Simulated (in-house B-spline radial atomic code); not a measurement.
Results of a calculation; reference values are marked as such.
**Weak and strong correlation along the adiabatic connection**

Two-electron singlets in several external potentials (atomic units), by full CI in B-splines with partial waves to l = 8 (correlation energies up to 0.6 % small). The repulsion is scaled by λ at fixed density; W(λ) is the mean repulsion less the Hartree energy, W(0) = E_x, and the area under W from 0 to 1 is E_xc.

Relative drop (W(λ) − E_x)/E_x:

| system | λ = 0.12 | λ = 0.25 | λ = 0.4 | λ = 0.6 | λ = 0.8 | λ = 1 |
| --- | --- | --- | --- | --- | --- | --- |
| −Z/r, Z = 0.75, wall at 6 bohr | 0.0278 | 0.0538 | 0.0793 | 0.1077 | 0.1313 | 0.1510 |
| ω²r²/2 − Z/r, ω = 0.405, Z = 0.7 | 0.0182 | 0.0361 | 0.0547 | 0.0766 | 0.0958 | 0.1127 |
| empty sphere, radius 0.328 bohr | 0.0024 | 0.0050 | 0.0080 | 0.0119 | 0.0157 | 0.0195 |
| −Z exp(−kr)/r, Z = 3.63, k = 0.0594 | 0.0055 | 0.0112 | 0.0177 | 0.0259 | 0.0338 | 0.0414 |
| −Z exp(−kr)/r, Z = 2.53, k = 0.566 | 0.0090 | 0.0183 | 0.0285 | 0.0413 | 0.0533 | 0.0645 |
| −Z/r, Z = 0.569, wall at 6.75 bohr | 0.0342 | 0.0649 | 0.0941 | 0.1253 | 0.1502 | 0.1705 |
| −Z exp(−kr)/r, Z = 1.59, k = 0.216 | 0.0158 | 0.0316 | 0.0484 | 0.0686 | 0.0867 | 0.1029 |

(1) Order the systems by how far second-order (GL2) theory, half the initial slope (estimated from the first points of each curve), overshoots the correlation energy, least first.
A. −Z exp(−kr)/r, Z = 3.63, k = 0.0594
B. −Z exp(−kr)/r, Z = 1.59, k = 0.216
C. empty sphere, radius 0.328 bohr
D. −Z/r, Z = 0.569, wall at 6.75 bohr
E. ω²r²/2 − Z/r, ω = 0.405, Z = 0.7
F. −Z exp(−kr)/r, Z = 2.53, k = 0.566
G. −Z/r, Z = 0.75, wall at 6 bohr

(2) What else changes along this order?

Results:

(1) C (GL2/E_c = 1.03), A (GL2/E_c = 1.07), F (GL2/E_c = 1.12), B (GL2/E_c = 1.21), E (GL2/E_c = 1.26), G (GL2/E_c = 1.42), D (GL2/E_c = 1.53).

(2) The ratio follows the bend of the curve. With it the leading natural occupation goes from 1.999 to 1.903 and −T_c/E_c from 0.97 to 0.66 between the first and the last.
